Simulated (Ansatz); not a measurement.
Isolated molecules relaxed with PBE0-D4/def2-TZVP in Ansatz; ΔE leaves out vibrations. CCSD(T)/CBS is the MP2 limit (def2-TZVPP, def2-QZVPP) plus CCSD(T) − MP2 in def2-TZVPP, frozen cores. Double bonds are as drawn, so ΔE can hold a change between cis and trans. DFT in def2-TZVPP. B3LYP here is the variant with VWN-RPA as its local correlation; programs differ in this. For Se outer-core shells are correlated without core-valence functions, which leaves a few kJ/mol of doubt a bond. Scalar relativity is left out up to krypton. One conformer a species, not always the lowest.

Consider the cleavage of the Al–Al bond: `[AlH2][AlH][SeH]` + `F/C=C\S` → `F/C=C/[S][AlH2]` + `[AlH2][SeH]`.

```csv
level,ΔE (kJ/mol),difference from CCSD(T)/CBS
PBE-D4,-91.1,8.2
r2SCAN-D4,-105.3,-6.0
PBE0-D4,-94.9,4.4
B3LYP-D4,-92.6,6.7
ωB97X-V,-99.3,0.0
ωB97M-V,-112.5,-13.2
B2PLYP,-96.9,2.4
PBE,-87.6,11.7
r2SCAN,-104.6,-5.3
PBE0,-92.1,7.2
B3LYP,-86.9,12.4
HF/def2-TZVPP,-87.0,12.3
MP2/def2-TZVPP,-114.0,-14.7
SCS-MP2/def2-TZVPP,-105.1,-5.8
CCSD/def2-TZVPP,-92.9,6.4
CCSD(T)/def2-TZVPP,-97.0,2.3
HF/def2-QZVPP,-86.9,12.4
MP2/def2-QZVPP,-115.2,-15.9
SCS-MP2/def2-QZVPP,-106.4,-7.1
HF/CBS(def2),-86.8,12.5
MP2/CBS(def2),-116.2,-16.9
CCSD/CBS(def2),-95.1,4.2
CCSD(T)/CBS,-99.3,0
```

Largest T1 diagnostic among the species: 0.013.

The D4 term adds −5.7 kJ/mol with B3LYP and −2.8 kJ/mol with PBE0; it sums over pairs of atoms, weighted by their polarisabilities, and B3LYP, whose exchange is more repulsive, gets the larger term. From PBE to PBE0 (25 % exact exchange), in def2-TZVPP and without D4, ΔE moves by −4.5 kJ/mol.
